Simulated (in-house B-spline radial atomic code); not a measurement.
Results of a calculation; reference values are marked as such.
## Ghost states of the separable form: Cd

Cd, [Kr] 4d10 5s2, non-relativistic LDA (VWN5), spherical and spin-unpolarised, from an all-electron radial atomic-structure program (B-spline basis) (atomic units; all potentials screened as in the neutral atom).

Troullier-Martins channels: 5s (ε = -0.2042, r_c = 2.496 bohr), 4d (ε = -0.4705, r_c = 0.925 bohr). In the Kleinman-Bylander form one channel serves as the local potential, and each other channel l becomes |δV u><u δV|/<u|δV|u>, with δV = V_l − V_local and u the pseudo-orbital. Its strength is E_KB = <u|δV²|u>/<u|δV|u>. By the analysis of Gonze, Stumpf and Scheffler a spurious state lies below the reference level ε if E_KB > 0 and ε is above the second level of the local potential alone, or if E_KB < 0 and ε is above its first. The table's levels are those of angular momentum l in a sphere of 9 bohr, whose wall can lift a shallow ε a little above its free-atom value.

```tsv
local	channel	<u δV u>	<u δV² u>	ε	first local level	second local level
s	d	-4.9038	42.723	-0.4705	0.0947	0.3294
d	s	0.25125	1.2355	-0.2038	-10.7903	-1.9567
```

**Question.** Apply the rule to each row.

**Answer.** Local s, channel d: E_KB = -8.71, so ε = -0.4705 is set against 0.0947: no ghost. Local d, channel s: E_KB = +4.92, so ε = -0.2038 is set against -1.9567: a ghost.

Diagonalising the separable Hamiltonian gives:

```
local  channel       three lowest levels  all-electron, two lowest valence levels
    s        d   -0.4705, 0.1127, 0.3875                          -0.4705, 0.1110
    d        s  -8.7359, -0.2038, 0.0912                          -0.2038, 0.0921
```

**Question.** Which choices of local channel are safe?

**Answer.** Free of ghosts: s. With d local the s channel has a ghost 8.53 hartree below ε, since the local potential binds more than one state below ε, and a repulsive term of rank one raises each level at most to the next, so it clears only one of them. Among the safe choices the second level, which tests transfer, is off by at most 1.7 millihartree (s local).
